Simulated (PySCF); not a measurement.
BH4O4, SMILES [B-](O)(O)(O)O, charge -1.

Coordinates come from a PBE0-D3(BJ)/def2-SVPD optimisation. One conformer was computed; it need not be the lowest.

All values below come from M06-2X/def2-SVPD (PySCF).

Isolated molecule, no solvent.

| Property | Result |
|---|---|
| total energy | -328.03227 hartree |
| point group | S4 |
| highest occupied level | -3.99 eV |
| lowest empty level | 4.31 eV |
| orbital gap | 8.31 eV |
| dipole moment about the centre of nuclear charge | 0.00 D |
| mean static polarisability | 41.4 bohr³ (6.14 Å³) |
| polarisability, principal values | 40.5, 41.9, 41.9 bohr³ |
